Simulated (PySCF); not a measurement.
NMR data simulated for an unnamed compound:

¹H NMR (400 MHz, computed): δ 7.51 (s, 1H), 5.49 (sept, 1H), 2.50 (s, 3H), 0.58 (d, 6H).

¹³C{¹H} NMR (computed): δ 143.6 (C), 136.6 (CH), 12.1 (CH3), -0.7 (CH3).

Theoretical values (PySCF 2.14): GIAO PBE0/pcSseg-1 shieldings, geometry from GFN2-xTB. Relativity neglected, single conformer, rapidly exchanging positions averaged, gas phase.

Referencing at the same level of theory: TMS for ¹H, ¹³C.

Which of these does the molecule contain: an aldehyde, a (CH3)2CH unit, a carboxylic acid, a heteroaromatic ring, a Si–H bond, a Si–CH3 group?

Answers


- An aldehyde: no.
- A (CH3)2CH unit: no.
- A carboxylic acid: no.
- A heteroaromatic ring: yes.
- A Si–H bond: yes (δH 5.49 (sept)).
- A Si–CH3 group: yes (δC -0.7; δH 0.58 (d)).

The data belong to SMILES Cc1cnnn1[SiH](C)C, C5H11N3Si; they needn't prove each group on their own.

Carbon signals by region: 2 in the sp2 and nitrile region (100–160 ppm), 2 below 50 ppm.

Shifts are as computed. Against solution values, carbons near 30 ppm lie about +3 ppm off and those near 130 ppm about +5 ppm. Of 1211 compounds with measured shifts, 218 miss one by over three times the rms of a fit or turn the order of signals round; such compounds aren't used in these exercises. Multiplicities follow the n + 1 count of equivalent neighbours, as no J values were calculated; m marks all less simple cases, F and P coupling included.
